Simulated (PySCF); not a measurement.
Species: C5H12GaN.
Geometry (B3LYP/def2-SV(P), Å), atoms numbered from 1 in this order:
```
atom  x, y, z in Å
C1     5.753   -1.321   -0.611
C2     4.603   -0.941   -0.580
C3     3.210   -0.477   -0.541
N4     2.189   -1.559   -0.492
C5     2.323   -2.374    0.733
C6     2.244   -2.410   -1.698
Ga7    0.217   -0.571   -0.443
H8     6.776   -1.649   -0.639
H9     2.994    0.142   -1.429
H10    3.052    0.168    0.340
H11    1.503   -3.108    0.765
H12    2.242   -1.721    1.616
H13    3.294   -2.904    0.758
H14    3.212   -2.940   -1.772
H15    1.426   -3.146   -1.654
H16    2.103   -1.784   -2.594
H17    0.317    0.216   -1.825
H18    0.410    0.271    0.896
H19   -0.700   -1.870   -0.385
```

Computed with B3LYP/def2-SV(P) geometry optimisation, gas phase in PySCF.

Task: Which atoms are bound to Ga7, and at what distances?

Result: 4 atoms: H19 1.591 Å, H18 1.593 Å, H17 1.594 Å, N4 2.206 Å. The nearest atom not counted as bound is C3, at 3.00 Å.

Task: List the angles at Ga7.

Result: 
```
      angle  degrees  distance of the outer atoms (Å)
H17–Ga7–H19    118.1                             2.73
H18–Ga7–H19    118.0                             2.73
H17–Ga7–H18    117.4                             2.72
 N4–Ga7–H19     98.6                             2.91
 N4–Ga7–H18     98.5                             2.90
 N4–Ga7–H17     98.4                             2.90
```

Task: What is the shape at Ga7?

Result: Distorted tetrahedral: angles from 98.4° to 118.1°; τ4 = (360° − α − β)/141° = 0.88 with α and β the two widest (0 for a square, 1 for a tetrahedron).

Task: What are the other bond lengths?

Result: C1≡C2 1.211 Å; C2–C3 1.469 Å; C3–N4 1.488 Å; N4–C5, N4–C6 1.477 Å; C1–H8 1.075 Å; C3–H9, C3–H10 1.104 Å; C5–H11 and 5 like bonds 1.103 Å.

Task: Give some angles away from the centre.

Result: C1–C2–C3 179.9°, C2–C3–N4 115.0°, C3–N4–C5 111.5°, C3–N4–Ga7 106.8°, C5–N4–C6 110.9°, C5–N4–Ga7 108.1°.

Task: What are the rotational constants (commonest isotopes, rigid rotor)?

Result: A = 3756, B = 845.6, C = 814.7 MHz: a near-prolate asymmetric top.

Point group: Cs (tolerance 0.08 Å). Charge 0, singlet. One conformer (not necessarily the lowest) at the B3LYP/def2-SV(P) geometry, without solvent, vibrations or thermal averaging. No B3LYP/def2-SV(P) frequencies stand behind this structure, so it isn't proved a minimum.
